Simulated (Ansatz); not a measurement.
Compare A (`CNc1ccccc1`) with its isomer B (`N#CC1=CCCCC1`).

Gas-phase electronic energies from Ansatz, PBE0-D4/def2-TZVP geometries. CCSD(T)/CBS adds triple-zeta CCSD(T) − MP2 to the extrapolated MP2 energy (def2 sets, frozen cores). DFT in def2-TZVPP. B3LYP here is the variant with VWN-RPA as its local correlation; programs differ in this. One conformer a species, not always the lowest.

Which isomer does CCSD(T)/CBS put lower? Give the gap. (Estimate.)

Ansatz gave: A, by 6.5 kcal/mol.

Give E(B) − E(A) in kcal/mol with BLYP-D4, B3LYP, CCSD(T)/def2-TZVPP, PBE-D4, r2SCAN-D4, MP2/def2-TZVPP, LDA (SPW92). (Estimate.)

Computed: BLYP-D4 13.6, B3LYP 12.8, CCSD(T)/def2-TZVPP 4.0, PBE-D4 14.4, r2SCAN-D4 14.2, MP2/def2-TZVPP 7.5, LDA (SPW92) 20.9. None reverses the order clearly.

Largest T1 diagnostic: 0.012.

At CCSD(T), def2-SVP lies −5.2 kcal/mol from the extrapolated value and def2-TZVPP −2.5 kcal/mol. From BLYP to BHLYP (50 % exact exchange), in def2-TZVPP and without D4, E(B) − E(A) moves by −1.2 kcal/mol.
